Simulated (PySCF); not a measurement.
FH3OSeSi, SMILES F[Se]O[SiH3].

Geometry optimised at PBE0-D3(BJ)/def2-SVP. One conformer was computed; it need not be the lowest.

Method: PBE0-D3(BJ)/def2-SVP in PySCF.

Frequencies are harmonic and unscaled.

Computed normal modes with their intensities:
| mode | ν (cm⁻¹) | IR (km/mol) | moving atoms (share of kinetic energy) |
|---|---|---|---|
| 1 | 60 | 1.9 | H 54 %, F 27 % |
| 2 | 84 | 2.4 | H 43 %, F 28 %, O 14 %, Si 14 % |
| 3 | 172 | 2.4 | O 34 %, Si 31 %, Se 17 %, H 16 % |
| 4 | 277 | 8.3 | O 42 %, F 34 %, Se 17 % |
| 5 | 563 | 7.7 | O 41 %, Si 20 %, H 20 %, Se 19 % |
| 6 | 670 | 60.3 | F 78 %, Se 19 % |
| 7 | 704 | 52.3 | H 84 % |
| 8 | 727 | 56.2 | H 70 %, O 18 %, Si 11 % |
| 9 | 902 | 450.2 | O 65 %, Si 23 %, H 8 % |
| 10 | 931 | 78.1 | H 91 % |
| 11 | 954 | 79.7 | H 96 % |
| 12 | 975 | 114.3 | H 88 %, O 8 % |
| 13 | 2247 | 66.6 | H 98 % |
| 14 | 2267 | 94.4 | H 97 % |
| 15 | 2273 | 110.3 | H 96 % |
